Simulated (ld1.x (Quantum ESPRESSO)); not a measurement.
## How hard is this nitrogen (N) PAW potential?

- Element: nitrogen (N)
- Generator: ld1.x (Quantum ESPRESSO) 7.5
- Type: PAW
- Functional: LDA (PZ)
- Relativity: non-relativistic
- Frozen core: [He]
- Valence charge: 5
- Reference configuration: 2s2 2p3
- Partial waves: 2s (bound): rcut 0.70, rcutus 0.90 bohr; 2s channel at -0.95 Ry: rcut 0.70, rcutus 0.90 bohr; 2p (bound): rcut 0.85, rcutus 1.15 bohr; 2p channel at 2.1 Ry: rcut 0.85, rcutus 1.15 bohr
- Local potential: all-electron potential smoothed inside 1.10 bohr (lloc = -1)
- Core correction: a·sin(br)/r model core, default radius (ld1.x builds one for every PAW set, though the input has nlcc=.false.)
- Augmentation charge: PSQ, radius 0.50 bohr

The pseudo-atom Hamiltonian at the reference potential is diagonalised in spherical Bessel functions j_l(qr) that vanish at 20 bohr, with q² up to the cutoff. All-electron valence levels (Ry): 2s -1.3522, 2p -0.5326.

Task: How do the lowest levels (Ry) of each channel move with the cutoff, and are there ghosts?

Result:

```csv
cutoff (Ry),s #1,s #2,p #1,d #1,d #2,f #1,Σ f·Δε (mRy)
8,-1.3254,-0.0077,-0.1342,0.0777,0.1834,0.1198,1249.7
12,-1.3300,-0.0080,-0.2298,0.0777,0.1834,0.1198,953.9
21,-1.3372,-0.0082,-0.4035,0.0776,0.1834,0.1198,418.4
30,-1.3459,-0.0085,-0.4934,0.0776,0.1834,0.1198,131.2
40,-1.3512,-0.0087,-0.5226,0.0776,0.1834,0.1198,33.0
50,-1.3521,-0.0087,-0.5311,0.0776,0.1834,0.1198,5.6
70,-1.3522,-0.0087,-0.5326,0.0776,0.1834,0.1198,0.9
90,-1.3523,-0.0087,-0.5326,0.0776,0.1834,0.1198,0.5
400,-1.3524,-0.0087,-0.5328,0.0776,0.1834,0.1198,0.0
```

Result: no extra level below or beside the all-electron valence levels (s, p, d, f tested); 10 mRy is reached at 50 Ry and 1 mRy at 70 Ry.
